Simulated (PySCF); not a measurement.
# Static response to an electric field

Ga(AsH3)Cl3.
Structure used (PBE0-D3(BJ)/def2-SVP), in Å, numbered top down from 1:
```
atom  x, y, z in Å
Ga1    0.039   -0.002   -1.434
As2    0.016   -0.016    1.145
H3     0.707    1.105    1.876
H4     0.623   -1.195    1.860
H5    -1.326    0.028    1.828
Cl6    2.165   -0.006   -1.797
Cl7   -1.041    1.831   -1.776
Cl8   -1.044   -1.832   -1.786
```

Level: CAM-B3LYP/def2-SVPD (PySCF), static field, nuclei fixed, core orbitals frozen in the response. The polarisability tensor in these axes (au):

```
x    99.86  -0.01  -0.17
y    -0.01  99.38  -0.07
z    -0.17  -0.07 107.07
```

Q: What are the eigenvalues, a third of the trace, and Δα (Δα² = ½Σ(αi − αj)² over the three pairs)?

A: Principal values 99.37, 99.86 and 107.08 au; mean 102.10 au = 15.13 Å³ = 16.83 × 10⁻⁴⁰ C²·m²/J; Δα = 7.47 au (7 % of the mean).

Q: What is the dipole moment, and where does it point?

A: (0.02, -0.02, 5.69) D, 5.69 D in size, pointing from the negative to the positive side. Measured along this direction, the outermost atoms are Cl6, Cl7 and Cl8 at the negative end and H3, H4 and H5 at the positive end.

Q: Find the Langevin capture rate constant for H3+ (3.023 u) meeting this molecule (251.777 u), k = 2.342 × 10⁻⁹ cm³/s × √(α in Å³ / reduced mass in u).

A: The reduced mass is 2.99 u, so k = 5.27 × 10⁻⁹ cm³/s. The formula leaves out the permanent dipole, which adds to the capture rate.

Q: Molar refractivity from α?

A: Lorentz–Lorenz: R = (4π/3)N_A α = 2.5225 cm³/(mol·Å³) × 15.13 Å³ = 38.2 cm³/mol, in the limit of long wavelengths.

Q: In a dilute gas of rigid molecules at 250 K, how does the orientational term μ²/3kT compare with the electronic polarisability?

A: In Gaussian units μ²/3kT = 313.17 Å³ against 15.13 Å³, a ratio of 20.70; the Debye molar polarisation (4π/3)N_A(α + μ²/3kT) is 828.2 cm³/mol, leaving out the vibrational part.

Q: Refractivity n − 1 of an ideal gas of it at 273.15 K and 1 atm, from the electronic α?

A: N = p/kT = 2.6868 × 10¹⁹ cm⁻³, so n − 1 = 2π × N × 15.13 × 10⁻²⁴ cm³ = 2554 × 10⁻⁶ at long wavelengths.

Q: Traceless (Buckingham) quadrupole moment about the centre of nuclear charge: eigenvalues?

A: -6.71, -6.65, 13.36 D·Å. The values depend on the origin, since the dipole doesn't vanish. The electronic extent ⟨r²⟩ about the same centre is 1753 bohr², a root-mean-square distance of 2.04 Å for the 118 electrons.

Geometry: PBE0-D3(BJ)/def2-SVP; no solvent, vibrations or thermal averaging. The calculation is non-relativistic, for gallium and arsenic too.

The run behind these numbers computed excited states and ΔSCF ions as well. The run took 3.3 min wall (grids of density and orbitals included) on Arm Neoverse V1, one thread, no GPU (shared host), and the process peaked at 0.98 GiB of memory.
